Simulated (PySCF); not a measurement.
## Si3H8N2Cl2

The system: Si3H8N2Cl2, a molecule drawn to mimic a surface site (built as: Si site whose three back bonds go to NHSiH3, NHSiH3, Cl; end group Cl); neutral, singlet. The structure, one conformer, was relaxed in the gas phase by PBE0-D3(BJ)/def2-SVP. No frequency run checks that it is a minimum.

SMILES: [SiH3]N[Si](Cl)(Cl)N[SiH3]

```xyz
15

Si   -0.586    0.577   -1.226
N     0.093    1.334    0.152
Si   -0.427    1.149    1.817
N    -0.284   -1.101   -1.142
Si    1.072   -1.822   -0.296
Cl    0.277    1.489   -2.866
Cl   -2.624    0.847   -1.401
H     0.695    2.126   -0.057
H     0.749    0.919    2.709
H    -1.340   -0.026    1.856
H    -1.149    2.364    2.303
H    -0.884   -1.722   -1.677
H     2.366   -1.205   -0.710
H     0.943   -1.680    1.186
H     1.072   -3.273   -0.647
```
Atoms count from 1 in this order.

Shieldings: GIAO PBE0/pcSseg-1. Shifts are against computed references at the same level: H TMS (σ 31.27 ppm), Si TMS (σ 352.0 ppm). Core levels by delta-SCF with SCAN, pcX-2 on the ionised atom and pcseg-1 elsewhere, spin-free X2C (2p3/2 is the spin-free 2p value less a third of a first-order spin-orbit splitting); from the vacuum level, for chosen atoms.

Problem. Give the shieldings and core levels atom by atom.

Solution. 
```tsv
atoms	bonded to	σ (ppm)	δ (ppm)	core level (eV)
Si1	2 Cl + 2 N	363.7	-11.7	2p3/2 108.64
N2	2 Si + 1 H	227.9	-	1s 404.76
Si3	1 N + 3 H	405.3	-53.3	-
N4	2 Si + 1 H	224.6	-	1s 404.66
Si5	1 N + 3 H	406.2	-54.2	-
Cl6	1 Si	831.8	-	2p3/2 205.96
Cl7	1 Si	826.7	-	2p3/2 205.96
H8	1 N	30.72	0.55	-
H9 H10 H11	1 Si	26.58	4.69	-
H12	1 N	30.42	0.85	-
H13 H14 H15	1 Si	26.65	4.62	-
```

Values are those of this one static structure, with the three H of a rotating XH3 group averaged; atoms that internal rotation interchanges would show their mean in an NMR spectrum.

Problem. By CAM-B3LYP/def2-SVPD (TDDFT singlets, Tamm-Dancoff triplets, ionisation by delta-SCF), where does absorption start, and what does vertical ionisation take?

Solution. The lowest singlet lies at 6.86 eV (f 0.010), the strongest of the first 6 at 7.90 eV (f 0.034), the lowest triplet at 6.51 eV; vertical ionisation takes 9.99 eV.
